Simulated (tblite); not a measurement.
C4H7N3.
Bonds: C1–N2, N2–C3 (aromatic), C3–C4 (aromatic), C4–N5, C4–C6 (aromatic), C6–N7 (aromatic), N2–N7 (aromatic). Hydrogens: H8, H9, H10 on C1; H11 on C3; H12, H13 on N5; H14 on C6.

Computed with GFN2-xTB (tblite), gas phase: Langevin dynamics at 200 K from the optimised GFN2-xTB geometry, time step 0.5 fs, friction 0.01 fs⁻¹, 2000 steps.

Start geometry:
```
atom  x, y, z in Å
C1      2.349    0.021    0.101
N2      0.939   -0.158   -0.076
C3     -0.052    0.664    0.350
C4     -1.244    0.096   -0.057
N5     -2.531    0.610    0.073
C6     -0.854   -1.080   -0.724
N7      0.462   -1.209   -0.722
H8      2.694    0.921   -0.415
H9      2.597    0.105    1.161
H10     2.849   -0.848   -0.321
H11     0.152    1.565    0.891
H12    -3.248   -0.100    0.046
H13    -2.642    1.229    0.864
H14    -1.473   -1.817   -1.193
```

The statistics below take the 31 frames saved every 25 fs from 250 to 1000 fs; their kinetic temperature (all 3N coordinates) averages 180 K.

Q: How do the bond lengths spread?

A: 
| bond | start (Å) | mean (Å) | standard deviation (Å) | shortest (Å) | longest (Å) |
| --- | --- | --- | --- | --- | --- |
| C1–N2 | 1.433 | 1.425 | 0.022 | 1.377 | 1.465 |
| N2–C3 | 1.356 | 1.363 | 0.016 | 1.318 | 1.390 |
| C3–C4 | 1.382 | 1.385 | 0.014 | 1.351 | 1.412 |
| C4–N5 | 1.392 | 1.390 | 0.025 | 1.341 | 1.442 |
| C4–C6 | 1.407 | 1.409 | 0.020 | 1.366 | 1.460 |
| C6–N7 | 1.322 | 1.321 | 0.019 | 1.285 | 1.351 |
| N2–N7 | 1.323 | 1.328 | 0.021 | 1.282 | 1.374 |
| C1–H8 | 1.093 | 1.095 | 0.023 | 1.062 | 1.153 |
| C1–H9 | 1.092 | 1.094 | 0.021 | 1.057 | 1.137 |
| C1–H10 | 1.088 | 1.095 | 0.019 | 1.061 | 1.130 |
| C3–H11 | 1.071 | 1.074 | 0.023 | 1.028 | 1.127 |
| N5–H12 | 1.010 | 1.014 | 0.025 | 0.965 | 1.061 |
| N5–H13 | 1.010 | 1.012 | 0.018 | 0.981 | 1.049 |
| C6–H14 | 1.072 | 1.075 | 0.016 | 1.042 | 1.107 |

Q: Give the same statistics for bond angles, one of each kind among heavy atoms.

A: 
```json
{"angle": "C1–N2–C3", "start (°)": "127.2", "mean (°)": "127.2", "standard deviation (°)": "2.6", "smallest (°)": "120.8", "largest (°)": "131.0"}
{"angle": "C1–N2–N7", "start (°)": "121.0", "mean (°)": "121.0", "standard deviation (°)": "2.3", "smallest (°)": "116.0", "largest (°)": "127.1"}
{"angle": "C3–N2–N7", "start (°)": "111.8", "mean (°)": "111.2", "standard deviation (°)": "1.3", "smallest (°)": "108.8", "largest (°)": "113.7"}
{"angle": "N2–C3–C4", "start (°)": "106.8", "mean (°)": "107.0", "standard deviation (°)": "1.6", "smallest (°)": "103.5", "largest (°)": "109.7"}
{"angle": "C3–C4–N5", "start (°)": "128.2", "mean (°)": "128.0", "standard deviation (°)": "1.9", "smallest (°)": "123.2", "largest (°)": "131.6"}
{"angle": "C3–C4–C6", "start (°)": "104.1", "mean (°)": "103.9", "standard deviation (°)": "1.9", "smallest (°)": "100.0", "largest (°)": "107.1"}
{"angle": "N5–C4–C6", "start (°)": "127.5", "mean (°)": "127.4", "standard deviation (°)": "2.4", "smallest (°)": "123.4", "largest (°)": "133.3"}
{"angle": "C4–C6–N7", "start (°)": "110.9", "mean (°)": "111.0", "standard deviation (°)": "1.8", "smallest (°)": "107.0", "largest (°)": "113.9"}
{"angle": "N2–N7–C6", "start (°)": "106.4", "mean (°)": "106.7", "standard deviation (°)": "1.3", "smallest (°)": "104.4", "largest (°)": "109.5"}
```

The run is classical and short, so these are rough statistics of one trajectory.

What follows is the cost of the whole dynamics run. Time: 7.0 s; peak memory 0.18 GiB. Hardware: Arm Neoverse V2, one thread, shared host with 96 logical CPUs at a one-minute load of 30.
